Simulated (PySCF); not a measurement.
Simulated characterisation data

No relativistic terms, isolated molecule, single conformer, fast rotation and ring inversion assumed for equivalent nuclei. Shielding tensors at PBE0/pcSseg-1 (GIAO); geometry from GFN2-xTB; PySCF 2.14.

Scale: ¹H (σref 31.72), ¹³C (σref 186.93) against TMS (reference shieldings calculated alike). Splittings of carbon signals by F and P are missing where no couplings were computed. Where no couplings were computed, multiplicities follow the n + 1 count of equivalent neighbours, and m marks all less simple cases (inequivalent or close neighbours, rings, F or P nearby). Shifts are as computed. Against solution values, carbons near 30 ppm lie about +3 ppm off and those near 130 ppm about +5 ppm. Of 1211 compounds with measured shifts, 218 miss one by over three times the rms of a fit or turn the order of signals round; such compounds aren't used in these exercises.

Compound 1 (C$_{8}$H$_{12}$NP). ¹H NMR (500 MHz, computed): δ 6.75 (m, 1H), 3.09 (m, 1H), 2.73 (m, 3H), 2.53 (s, 3H), 1.04 (m, 2H), 0.96 (m, 2H). ¹³C{¹H} NMR (computed): δ 175.2, 142.6, 131.6, 30.4, 20.9, 19.5, 11.1. Structure: `C1(N2C(C)=CP=C2C)CC1`.

Compound 2 (C$_{8}$H$_{12}$NP). ¹H NMR (500 MHz, computed): δ 8.82 (m, 1H), 7.41 (m, 1H), 6.80 (m, 1H), 3.28 (s, 6H), 2.58 (s, 3H). ¹³C{¹H} NMR (computed): δ 182.7, 163.0, 145.8, 128.7, 117.1, 44.0, 27.0. Structure: `Cc1ccpc(N(C)C)c1`.
